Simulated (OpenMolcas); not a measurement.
Cr2+.

* Program: OpenMolcas 26.06
* Method: CASSCF
* Basis: ANO-RCC-VTZP [6s5p3d2f1g]
* Scalar Hamiltonian: DKH2, point nucleus
* Active space: 4 electrons in 6 orbitals (3d 4s)
* State averaging: 2S+1 = 5 even, 15 roots; 2S+1 = 3 even, 90 roots kept (CI in the orbitals of an earlier block); 2S+1 = 1 even, 77 roots kept (CI in the orbitals of an earlier block)
* Spin-orbit coupling: state interaction with AMFI integrals over the reference wave functions, term energies averaged over their components

Levels without dynamic correlation, in cm⁻¹ above 3d⁴ ⁵D₀:

```json
{"Level": "3d⁴ ³P₀(1)", "E": "22962"}
{"Level": "3d⁴ ³H₄", "E": "21188"}
{"Level": "3d⁴ ³F₂(1)", "E": "24364"}
{"Level": "3d⁴ ³G₃", "E": "26755"}
```

On this reference, MS-CASPT2, IPEA 0.25 Eh, imaginary shift 0.1 Eh (closed shells correlated: 3s 3p) puts 3d⁴ ³P₀(1) at 16920 cm⁻¹.

Question: Estimate the other levels at that method by one scale factor, and say how well it serves.

Answer: The factor is 16920 / 22962 = 0.737. Scaled values beside those that MS-CASPT2 gives and measured ones (Sugar and Corliss, J. Phys. Chem. Ref. Data 6, 317 (1977)):
| Level | Scaled | MS-CASPT2 | Miss (%) | Measured |
| --- | --- | --- | --- | --- |
| 3d⁴ ³H₄ | 15616 | 17760 | -12.1 | 17274 |
| 3d⁴ ³F₂(1) | 17956 | 18960 | -5.3 | 18452 |
| 3d⁴ ³G₃ | 19718 | 21130 | -6.7 | 20704 |
For these levels the scaled values miss MS-CASPT2 by up to 12.1 %, as correlation changes each term by its own factor, spin-orbit parts do not scale and CASPT2 has its own spread within terms. This holds within one configuration; levels of others move differently, and the target method has errors of its own against measurement.

CASPT2 does not keep the components of a term degenerate, so their means are used; among the terms shown or strongly mixed into the levels shown the widest spread is 180 cm-1 (3d⁴ ³F(1), MS-CASPT2). Over all roots computed the reference weight is 0.88 to 0.94 in MS-CASPT2; the roots of lowest weight are the least certain, and an intruder state may touch them. Terms from blocks run as CI alone lack orbitals of their own. Without dynamic correlation excited terms often stand tens of per cent too high (terms of higher spin than the ground term too low), and those without a measured partner can miss by more than the paired ones (holds for CASSCF). Blocks of more than 70 roots (2S+1 = 3 even, 1 even) ran without multistate coupling (holds for MS-CASPT2). Computed and measured levels are paired by configuration, term and J; levels that our copy of the source lacks, or whose pairing is in doubt (as where it misses far off the trend of its configuration), stay unpaired and out of the deviations. Only configurations of the active space appear.

A number in round brackets counts repeated terms of one configuration in the order of the reference energies.
